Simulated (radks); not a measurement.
Values are calculated unless marked as measured or tabulated.
V3+, 20 electrons, occupied as [Ne] 3p6 3d2 4f2 (not the ground configuration).

Code: a radial shooting solver on a logarithmic mesh with Libxc functionals. Model: non-relativistic Kohn-Sham, PBEsol, spin-polarised, spherical densities, point nucleus; open shells are filled with parallel spins first.

Energy parts (hartree):
part                       energy
total                  -933.14181
kinetic                 932.34386
electron-nucleus      -2171.25933
Hartree                 347.40438
exchange-correlation    -41.63072

Orbitals (lengths in bohr, moments of r in powers of bohr):
\begin{tabular}{lrrr}
orbital & occ. & eigenvalue (hartree) & <r> \\ \hline
1s down & 1 & -198.1063 & 0.06709 \\
1s up & 1 & -198.1057 & 0.06709 \\
2s up & 1 & -24.37003 & 0.3110 \\
2s down & 1 & -24.32673 & 0.3106 \\
2p up & 3 & -20.96674 & 0.2749 \\
2p down & 3 & -20.93389 & 0.2745 \\
3p up & 3 & -3.78819 & 0.9419 \\
3p down & 3 & -3.67717 & 0.9449 \\
3d up & 2 & -2.26823 & 0.9998 \\
3d down & 0 & -2.15733 & 1.008 \\
4f up & 2 & -0.51102 & 3.596 \\
\end{tabular}

The highest occupied level is 4f up at -13.906 eV. The configuration is held as typed, so some empty levels lie below it. Summed over all electrons, <r^2> = 38.62 bohr^2, which gives a Langevin (diamagnetic) susceptibility term of -30.6 x 10^-6 cm^3/mol. The electron density at the nucleus is 8076 e/bohr^3.
